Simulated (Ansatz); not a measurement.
```yaml
crystal:
  periodic: [false, false, false]
  atoms:
    - {symbol: Cl, position_ang: [0.197298, -0.509097, 1.684017]}
    - {symbol: C, position_ang: [-0.014565, -0.046239, 0.000244]}
    - {symbol: Cl, position_ang: [-1.685386, 0.428194, -0.278117]}
    - {symbol: Cl, position_ang: [0.398407, -1.400887, -1.043115]}
    - {symbol: Br, position_ang: [1.154145, 1.454428, -0.404328]}
basis:
  gaussian: {orbitals: def2-TZVP}
magnetization: {spin_polarized: true, initial_magnetization: 1}
hamiltonian: {xc: {name: SVWN5}}
output: {forces: true}
```

```sh
$ ansatz run in.yaml --threads 4 --pin off --events-out ev --progress --plain --max-ram 10444MiB
```

It prints (some lines left out):

```
Error: a molecule whose nuclei and cores have a total charge of 92 cannot have a net charge of 0 together with 1 unpaired electrons
```

(1) Something in this input is off. What?

## Answers

(1) The number of unpaired electrons doesn't fit the electron count. The input was rejected before any iteration.
